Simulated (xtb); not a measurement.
C₂H₇AlOS, SMILES C[O][Al]([CH3])[SH]. All values are semi-empirical tight-binding results from xtb (GFN2-xTB unless named), good for trends rather than for accurate numbers. Coordinates come from a GFN2-xTB optimisation. The structure was generated by enumeration; whether it is a known compound was not checked. One conformer was computed; it need not be the lowest.

Optimised geometry:

```xyz
12

Al    -0.3131     0.1592     0.1673
C     -2.0365     0.9083     0.8226
H     -2.7932     0.1245     0.8907
H     -2.4226     1.6492     0.1201
H     -1.9660     1.3854     1.8010
O     -0.1771    -0.5922    -1.2905
C     -0.0766    -1.2249    -2.5342
H     -0.3930    -2.2665    -2.4461
H     -0.7166    -0.7187    -3.2606
H      0.9567    -1.1950    -2.8861
S      1.5362     0.2907     1.3657
H      0.9212     0.9368     2.3483
```
Charge 0, spin multiplicity 1.

For metal compounds this method's bond lengths and energies can be far off.

Question: Estimate the properties. (Estimate from the structure and the level; the computed values follow.)

Answer: 
```yaml
orbital_gap: 3.87 eV
zero_point_energy: 52.5 kcal/mol
G − E(el) at 298.15 K (modified RRHO): 30.4 kcal/mol
```

Question: Give the atomic charges and the Wiberg bond orders between heavy atoms. (The exact figures need the calculation; the answer reports its results.)

Answer: charges (e) Al1 0.36, C2 -0.21, H3 0.06, H4 0.06, H5 0.05, O6 -0.34, C7 0.05, H8 0.04, H9 0.04, H10 0.05, S11 -0.33, H12 0.17. Bond orders Al1–C2 1.00, Al1–O6 1.35, O6–C7 0.97, Al1–S11 1.14.
